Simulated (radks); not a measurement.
Species: Ag17+. Configuration: [Ar] 3d10 4s2 (the NIST ground configuration).

Method: scalar-relativistic Kohn-Sham, PBEsol, spin-polarised, spherical densities, finite nucleus; Fermi nuclear charge, rms radius 4.5454 fm; computed with a radial shooting solver on a logarithmic mesh with Libxc functionals.

Energy parts (Ry):
| part | energy |
|---|---|
| total | -10404.00685 |
| kinetic | 10816.62643 |
| electron-nucleus | -24134.39636 |
| Hartree | 3177.25493 |
| exchange-correlation | -263.49184 |

Orbitals (lengths in bohr, moments of r in powers of bohr; <r^-3> diverges for s and p1/2):
orbital  occ.  eigenvalue (Ry)  <r^-3>  <1/r>     <r^2>
1s          2        -1893.809       -  49.41  0.001309
2s          2        -306.5121       -  11.24   0.02143
2p          6        -278.4536    3785  10.86   0.01687
3s          2        -81.27206       -  3.987    0.1521
3p          6        -72.02519   694.6  3.808    0.1524
3d         10        -57.55606   96.11  3.594    0.1351
4s          2        -33.86580       -  1.777    0.7054
4p          0        -30.66553   179.4  1.683    0.7617
5s          0        -18.63459       -  1.011     2.183

The highest occupied level is 4s at -460.77 eV. For comparison, the ionisation energy in NIST's Atomic Spectra Database is 469 eV (theoretical). In exact Kohn-Sham theory the highest level is minus the ionisation energy, but local and semilocal functionals leave it too shallow, through self-interaction and a potential that decays too fast; potentials with the right tail come closer. Summed over all electrons, <r^2> = 4.127 bohr^2, which gives a Langevin (diamagnetic) susceptibility term of -3.27 x 10^-6 cm^3/mol.
